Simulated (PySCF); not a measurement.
Calculated elemental compositions, with the atomic weights C 12.011, P 30.974, O 15.999, H 1.008, Si 28.085, N 14.007.

(1) A compound of molar mass 134.16 g/mol holds 11.93 % oxygen, 11.27 % hydrogen, 53.72 % carbon and 23.09 % phosphorus by mass. What is its formula?

(2) A compound of molar mass 144.40 g/mol holds 33.27 % carbon, 8.38 % hydrogen and 58.35 % silicon by mass. What is its formula?

(3) A compound of molar mass 116.10 g/mol holds 26.68 % phosphorus, 7.81 % hydrogen, 13.78 % oxygen and 51.73 % carbon by mass. What is its formula?

(4) A compound of molar mass 123.16 g/mol holds 68.27 % carbon, 11.37 % nitrogen, 7.37 % hydrogen and 12.99 % oxygen by mass. What is its formula?

## Answers

(1) Per cent/100 × molar mass / atomic weight: O 1.00, H 15.00, C 6.00, P 1.00. So C6H15OP. One species with this formula is `CC[P@@H](=O)C(C)(C)C`.

(2) Dividing out the atomic weights: C 4.00, H 12.00, Si 3.00. So C4H12Si3. One species with this formula is `C#CC[SiH2][Si@@H](C)[SiH3]`.

(3) Per cent/100 × molar mass / atomic weight: P 1.00, H 9.00, O 1.00, C 5.00. So C5H9OP. One species with this formula is `C#CCP(C)(C)=O`.

(4) Per cent/100 × molar mass / atomic weight: C 7.00, N 1.00, H 9.00, O 1.00. So C7H9NO. One species with this formula is m-anisidine (`COc1cccc(N)c1`).
